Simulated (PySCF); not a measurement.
TeI2, SMILES [Te](I)I. Atoms are numbered in the order given.

```xyz
3

Te     0.0000     0.0000     1.1583
I      0.0000     2.1288    -0.5682
I      0.0000    -2.1288    -0.5682
```

Geometry: B3LYP-D3(BJ)/def2-SVP. The def2 effective core potentials stand for the cores of I, Te; spin–orbit coupling is left out.

Level of theory: M06-2X/def2-TZVPD (PySCF).

Symmetry labels are those of the subgroup C2v that the program uses (full group C2v).

Q: List the valence orbital energies around the gap with their symmetry. (The exact figures need the calculation; the answer reports its results.)

A: 
| orbital | symmetry | energy (eV) |
|---|---|---|
| HOMO−7 | A1 | -18.59 |
| HOMO−6 | B2 | -11.37 |
| HOMO−5 | A1 | -10.77 |
| HOMO−4 | B1 | -10.19 |
| HOMO−3 | A1 | -9.23 |
| HOMO−2 | A2 | -9.20 |
| HOMO−1 | B2 | -8.97 |
| HOMO | B1 | -7.59 |
| LUMO | A1 | -2.67 |
| LUMO+1 | B2 | -2.23 |
| LUMO+2 | B2 | 0.33 |
| LUMO+3 | A1 | 0.35 |
